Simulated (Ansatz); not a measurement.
Gas-phase electronic energies from Ansatz, PBE0-D4/def2-TZVP geometries. CCSD(T)/CBS adds triple-zeta CCSD(T) − MP2 to the extrapolated MP2 energy (def2 sets, frozen cores). This one scheme is used for every species. DFT in def2-TZVPP. One conformer a species, not always the lowest.

`OB(F)[SiH3]` + `OCF` → `OB([SiH3])OCF` + H–F  (ligand exchange at a B–F bond)

| level | ΔE (kJ/mol) | difference from CCSD(T)/CBS |
| --- | --- | --- |
| PBE-D4 | 30.9 | 8.0 |
| r2SCAN-D4 | 32.5 | 9.6 |
| ωB97X-V | 30.7 | 7.8 |
| PBE | 36.2 | 13.3 |
| r2SCAN | 34.2 | 11.3 |
| PBE0 | 34.1 | 11.2 |
| HF/def2-TZVPP | 40.4 | 17.5 |
| MP2/def2-TZVPP | 22.8 | -0.1 |
| MP2/CBS(def2) | 20.7 | -2.2 |
| CCSD/CBS(def2) | 25.3 | 2.4 |
| CCSD(T)/CBS | 22.9 | 0 |

Largest T1 diagnostic among the species: 0.014.

In def2-TZVPP, CCSD(T) changes the Hartree–Fock value by −15.4 kJ/mol (the triples alone add −2.4 kJ/mol) and MP2 by −17.6 kJ/mol. The D4 term adds −8.4 kJ/mol with B3LYP and −4.7 kJ/mol with PBE0; it sums over pairs of atoms, weighted by their polarisabilities, and B3LYP, whose exchange is more repulsive, gets the larger term.

B3LYP here is the variant with VWN-RPA as its local correlation; programs differ in this.
